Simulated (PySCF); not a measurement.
This PySCF input asks for the NMR shieldings of (OH)3Si-NH-SiH3; the geometry comes from PBE0-D3(BJ)/def2-SVP.

```python
import basis_set_exchange as bse
import numpy as np
from pyscf import gto, dft
from pyscf.prop import nmr

atoms = """
Si    0.196956   -0.788539   -0.662466
O    -0.743332   -1.518428    0.493622
O    -0.670787   -0.906113   -2.062594
O     1.649557   -1.503062   -0.974418
N     0.541406    0.789454   -0.079935
Si   -0.291348    1.604558    1.212954
H    -0.370528   -1.573384    1.378689
H    -1.623489   -0.808712   -1.979668
H     1.614265   -2.213419   -1.622340
H     1.328109    1.274776   -0.499823
H    -0.141019    0.895173    2.524733
H     0.298382    2.969665    1.344946
H    -1.757561    1.725932    0.948489
"""
names = dict.fromkeys(["Si", "O", "N", "H"], "pcSseg-1")
basis = {el: gto.basis.parse(bse.get_basis(n, elements=[el], fmt="nwchem")) for el, n in names.items()}
mol = gto.M(atom=atoms, basis=basis, charge=0, verbose=0)
mf = dft.RKS(mol, xc="PBE0")
mf.grids.level = 2
mf.grids.alignment = dft.numint.BLKSIZE   # the property module wants whole blocks of grid points
mf.conv_tol = 1e-9
mf.kernel()

calc = nmr.RKS(mf)   # GIAO
C = mf.mo_coeff
Co = C[:, mf.mo_occ > 0]
resp = mf.gen_response(singlet=True, hermi=2)
def vind(x):   # induced exchange potential for any number of trial vectors
    d = np.einsum("pi,xij,qj->xpq", C, 2 * x.reshape(-1, C.shape[1], Co.shape[1]), Co, optimize=True)
    return np.einsum("xpq,pi,qj->xij", resp(d - d.transpose(0, 2, 1)), C, Co, optimize=True).ravel()
mo1, _ = nmr.rhf.solve_mo1(calc, with_cphf=vind)
sigma = calc.kernel(mo1)
for i, s in enumerate(sigma):   # ppm
    print("%2d %-2s %9.2f" % (i, mol.atom_pure_symbol(i), np.trace(s) / 3))
```

Question: What does it print?

Answer: 
```
 0 Si    407.56
 1 O     278.09
 2 O     283.74
 3 O     281.91
 4 N     250.53
 5 Si    407.02
 6 H      29.49
 7 H      29.41
 8 H      29.44
 9 H      30.90
10 H      26.76
11 H      26.73
12 H      26.65
```

These numbers come from an equivalent density-fitted implementation of the same equations, which agrees with the script to about 0.01 ppm for H and up to a few tenths of a ppm for heavy atoms, so last digits may differ.

Question: Turn these shieldings into chemical shifts. Referencing at the same level of theory: TMS for 29Si (351.99 ppm), 1H (31.27 ppm); 17O (334.56 ppm) vs H2O; 15N (265.67 ppm) vs NH3.

Answer: Averaging equivalent atoms: Si 5: -55.0; Si 0: -55.6; O 1/2/3: 53.3; N 4: 15.1; H 10/11/12: 4.55; H 6/7/8: 1.82; H 9: 0.36 ppm. Experimental scales use liquid or dissolved standards, which lie at an offset from isolated NH3 (liquid NH3: subtract about 20 ppm) and H2O (liquid H2O: subtract about 36 ppm).

Size and cost of the density-fitted run: 151 basis functions, 28 s wall time on 1 thread of an Intel Xeon Platinum 8259CL, shared host; peak memory 0.88 GiB.
